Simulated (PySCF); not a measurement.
Species: C2H11NOSi4.
SMILES with atom numbers: `[CH3:1][C:2](=[O:3])[NH:4][SiH:5]1[SiH2:6][SiH2:7][SiH2:8]1`

Probes without a nucleus sit at each ring's centroid and 1 Å off its mean plane on both sides; NICS is minus the shielding there, NICSzz its component along the normal. Level: GIAO PBE0/pcSseg-1 (PySCF, non-relativistic, gas phase) on the PBE0-D3(BJ)/def2-SVP geometry, one conformer.

Ring bond lengths (Å), with Mayer bond orders in brackets: Si5–Si6 2.368 (0.87), Si6–Si7 2.364 (0.85), Si7–Si8 2.365 (0.85), Si8–Si5 2.369 (0.87).

What do the NICS probes read (ppm)?

```tsv
ring	type	NICS(0)	NICS(1), two faces	NICS(1)zz, two faces	rms pucker (Å)	centre to ring atoms, mean (Å)
Si5–Si6–Si7–Si8	4-membered ring with 4 Si; formal bonds all single	1.9	-1.2 / -1.1	4.5 / 1.1	0.10	1.67
```

What do they say, and how far can they be read as aromaticity?

- Si5–Si6–Si7–Si8: mean NICS(1)zz 2.8 ppm, near zero. Si5, Si6, Si7, Si8 have four or more neighbours; no verdict on aromaticity is drawn. The two faces differ by 3.4 ppm, so no symmetry operation interchanges them.

What is the mean of the two in-plane components of NICS at the second NICS(1) probe listed for ring Si5–Si6–Si7–Si8, 1 Å off the ring?

The isotropic value is a third of the trace: (3 × -1.1 − (1.1))/2 = -2.2 ppm.

How do the values depend on the level or the medium?

```json
{"level": "PBE0/pcSseg-1, gas", "NICS(0), Si5–Si6–Si7–Si8": "1.9", "mean NICS(1)zz, Si5–Si6–Si7–Si8": "2.8"}
{"level": "wB97X-D/pcSseg-1, gas", "NICS(0), Si5–Si6–Si7–Si8": "2.1", "mean NICS(1)zz, Si5–Si6–Si7–Si8": "2.7"}
```

The geometry is the same throughout.

Shape of the structure used: `[CH3:1][C:2](=[O:3])[NH:4][SiH:5]1[SiH2:6][SiH2:7][SiH2:8]1`: C1–C2–N4–Si5 180°, C2–N4–Si5–Si6 49°.
